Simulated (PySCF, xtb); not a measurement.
Ga(Cl)2(Me) (CH3Cl2Ga), SMILES [CH3][Ga]([Cl])[Cl].

GFN2-xTB (xtb) at its own geometry gives an orbital gap of 4.33 eV and a dipole moment of 2.81 D.

The structure is a stationary point at PBE-D3(BJ)/def2-SVP. The structure was generated by enumeration; whether it is a known compound was not checked.

Task: What does PBE/def2-TZVP (PySCF) give? (An estimate is asked for; the answer gives what the named calculation found.)

Result: gap 5.41 eV (levels -7.47 and -2.05 eV), dipole 2.82 D.
